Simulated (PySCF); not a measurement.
3-fluorobuta-1,2-diene (C4H5F), SMILES C(=C(F)C)=C.

Coordinates come from a PBE0-D3(BJ)/def2-SVP optimisation.

All values below come from ωB97X/def2-TZVP in PySCF.

Symmetry labels are those of the subgroup Cs that the program uses (full group Cs).

Task: List the valence orbital energies around the gap with their symmetry. (An estimate is asked for; the answer gives what the named calculation found.)

Result: 
```
orbital  symmetry  energy (eV)
-------  --------  -----------
HOMO−7         A'       -16.25
HOMO−6         A"       -16.19
HOMO−5         A"       -15.07
HOMO−4         A'       -14.12
HOMO−3         A"       -14.08
HOMO−2         A'       -13.18
HOMO−1         A'       -10.59
HOMO           A"        -9.39
LUMO           A'         1.88
LUMO+1         A"         2.82
LUMO+2         A'         3.51
LUMO+3         A'         4.28
```
